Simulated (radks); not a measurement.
Values are calculated unless marked as measured or tabulated.
The nitrogen anion N2-, [He] 2s2 2p5, held by a Watson sphere: a shell of charge +2 at radius R that stands for the Madelung well of a crystal (potential energy -2/R inside, -2/r outside, in hartree with lengths in bohr). Level of theory: scalar-relativistic Kohn-Sham, LDA (Slater exchange, Perdew-Wang correlation), spin-polarised, spherical densities, point nucleus; open shells are filled with parallel spins first (a radial shooting solver on a logarithmic mesh with Libxc functionals). Response by self-consistent Sternheimer equations with the Hartree and adiabatic LDA kernel, the relativistic mass of each level held fixed and spin-orbit coupling left out. The sphere does not respond.

R (bohr)  e(2s down) (eV)  e(2p up) (eV)  e(2p down) (eV)  <r> 2p (bohr)  sum of <r^2> (bohr^2)  X-ray form factor at sin(theta)/lambda = 0.2 1/angstrom  alpha (bohr^3)
2.13              -17.020         -7.268           -6.318          1.771                  24.71                                                    4.938           20.02
2.17              -16.877         -7.156           -6.211          1.784                  25.04                                                    4.919           20.79
2.29              -16.466         -6.829           -5.898          1.824                  26.02                                                    4.865           23.28
2.65              -15.392         -5.943           -5.045          1.944                  29.00                                                    4.739           32.59
2.77              -15.082         -5.680           -4.789          1.984                  30.01                                                    4.708           36.42
2.93              -14.704         -5.352           -4.469          2.039                  31.37                                                    4.673           42.22
3.25              -14.052         -4.774           -3.899          2.151                  34.17                                                    4.621           56.65
3.85              -13.125         -3.936           -3.047          2.386                  39.85                                                    4.573           98.45
